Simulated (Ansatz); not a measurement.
Geometry optimisation, Ansatz 0.2.0, RKS B3LYP/def2-SVP.

Input file:

```yaml
crystal:
  periodic: [false, false, false]
  atoms:
    - { symbol: B, position_ang: [-0.043856, -0.211852, -0.114317] }
    - { symbol: F, position_ang: [-0.013559, -0.543482, 1.178387] }
    - { symbol: Cl, position_ang: [1.505154, -0.006375, -0.959772] }
    - { symbol: "N", position_ang: [-1.263171, -0.105455, -0.772965] }
    - { symbol: H, position_ang: [-2.14008, -0.276884, -0.29683] }
    - { symbol: H, position_ang: [-1.339851, 0.190626, -1.738321] }
    - { symbol: Br, position_ang: [-0.022964, 2.775872, 1.165061] }
    - { symbol: H, position_ang: [0.139426, 1.460151, 1.866058] }
basis:
  gaussian: { orbitals: def2-SVP }
hamiltonian:
  xc: b3lyp
relax:
  f_tol: 0.03
  max_steps: 50
output:
  orbitals: {}
```

Command:

```bash
$ ansatz run input.yaml --threads 2 --pin off --max-ram 3072MiB --backend cpu --events-out ev --progress --plain --runs-dir out
```

Task: Where does it end, and by what steps?

Result: The forces met the threshold. The force dipped under the threshold on the way, but the program's further checks kept it going. After 13 steps the energy has fallen by 0.173 eV; Br7 moved furthest, 1.05 Å.

| step | energy less start (eV) | largest force component (eV/Å) | accepted |
| --- | --- | --- | --- |
| 0 | 0.0000 | 1.341 | yes |
| 1 | -0.0948 | 0.639 | yes |
| 2 | -0.1345 | 0.198 | yes |
| 3 | -0.1418 | 0.153 | yes |
| 4 | -0.1528 | 0.296 | yes |
| 5 | -0.1593 | 0.271 | yes |
| 6 | -0.1631 | 0.410 | yes |
| 7 | -0.1694 | 0.198 | yes |
| 8 | -0.1717 | 0.081 | yes |
| 9 | -0.1717 | 0.129 | yes |
| 10 | -0.1728 | 0.062 | yes |
| 11 | -0.1731 | 0.031 | yes |
| 12 | -0.1732 | 0.013 | yes |
| 13 | -0.1734 | 0.029 | yes |

```xyz
8
Properties=species:S:1:pos:R:3
B -0.011 -0.298 -0.309
F 0.108 -0.158 1.021
Cl 1.471 -0.559 -1.250
N -1.264 -0.236 -0.907
H -2.109 -0.079 -0.369
H -1.402 -0.327 -1.905
Br -0.109 3.166 2.132
H 0.136 1.773 1.915
```

Run time: 69 s on 2 threads of Intel(R) Xeon(R) Platinum 8259CL CPU @ 2.50GHz (Skylake/Cascade Lake), on a shared host, peak memory 0.28 GiB.
